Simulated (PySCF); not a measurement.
F$_{3}$Sc, singlet, geometry from GFN2-xTB (such geometries of metal compounds can be far from the true shape). Base run: PySCF with TPSS/cc-pVDZ.

Geometry (Å):
```xyz
4

Sc     0.0000     0.0000     0.0000
F     -1.4920    -0.9247     0.0632
F     -0.0010     1.6240    -0.6690
F      1.4929    -0.6994     0.6058
```
All else is at PySCF's defaults.
Base energy -1060.57736 Eh.

Variants of this job, named by their change:

```json
[
 {"change": "base", "ΔE vs base (µEh)": "0.0", "SCF cycles": "8", "outcome": "converged"},
 {"change": "conv_tol = 1e-11", "ΔE vs base (µEh)": "0.0", "SCF cycles": "10", "outcome": "converged"},
 {"change": "solver = newton", "ΔE vs base (µEh)": "0.0", "SCF cycles": "-", "outcome": "converged"},
 {"change": "conv_tol = 1e-12", "ΔE vs base (µEh)": "0.0", "SCF cycles": "12", "outcome": "converged"},
 {"change": "level_shift = 0.1 (with mf.max_cycle = 100)", "ΔE vs base (µEh)": "0.0", "SCF cycles": "9", "outcome": "converged"},
 {"change": "damp = 0.5; diis_start_cycle = 5", "ΔE vs base (µEh)": "0.0", "SCF cycles": "13", "outcome": "converged"},
 {"change": "diis_space = 20", "ΔE vs base (µEh)": "0.0", "SCF cycles": "8", "outcome": "converged"},
 {"change": "diis_space = 12", "ΔE vs base (µEh)": "0.0", "SCF cycles": "8", "outcome": "converged"},
 {"change": "conv_tol_grad = 1e-7", "ΔE vs base (µEh)": "0.0", "SCF cycles": "10", "outcome": "converged"},
 {"change": "diis = off (with mf.max_cycle = 100)", "ΔE vs base (µEh)": "-", "SCF cycles": "100", "outcome": "not converged"},
 {"change": "init_guess = vsap", "ΔE vs base (µEh)": "0.0", "SCF cycles": "10", "outcome": "converged"},
 {"change": "diis_space = 4", "ΔE vs base (µEh)": "0.0", "SCF cycles": "8", "outcome": "converged"},
 {"change": "solver = newton; init_guess = 1e", "ΔE vs base (µEh)": "0.0", "SCF cycles": "-", "outcome": "converged"}
]
```
